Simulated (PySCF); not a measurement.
**Two-component Hartree-Fock for Ne³⁺ (neon, charge +3)**

Start: [He] 2s2 2p3; 2p3/2 filled at m_j = -1/2, +1/2, +3/2. Calculated with PySCF 2.14 in x2c-SVPall-2c with one added diffuse shell of s type (4s2p1d, 15 functions): generalised Hartree-Fock with the X2C-1e Hamiltonian and a Gaussian nucleus; one run each with spin-orbit coupling (SO) switched off, then screened by Boettger's factors. This is a chosen level, not necessarily the ground level.

```tsv
spinor shell	electrons	ε, spin-free (eV)	ε, screened SO (eV)	weight of nominal j (screened SO)	rms radius, screened SO (bohr)
1s1/2	2	-976.42	-976.42	1.000	0.182
2s1/2	2	-115.83	-115.83	1.000	0.879
2p3/2	3	-98.537	-98.537	0.663	0.831
```

```json
{"quantity": "E (hartree)", "spin-free": "-124.06045", "screened SO": "-124.06048"}
{"quantity": "M_J", "spin-free": "3/2", "screened SO": "3/2"}
{"quantity": "⟨J²⟩", "spin-free": "3.753", "screened SO": "3.753"}
{"quantity": "⟨L²⟩", "spin-free": "0.000", "screened SO": "0.000"}
{"quantity": "⟨S²⟩", "spin-free": "3.753", "screened SO": "3.753"}
```

Each row is a mean over spinors that exchange with the open shell spreads, by up to 19.800 eV (2s1/2).

Rows whose weight is well below 1 are mixtures of j = l ± 1/2: exchange outweighs spin-orbit coupling there, and the label is only the starting occupation.

Without spin-orbit coupling the j labels of p, d and f shells carry no meaning; the spin-free column gives the mean over the occupied spinors of each nl shell.
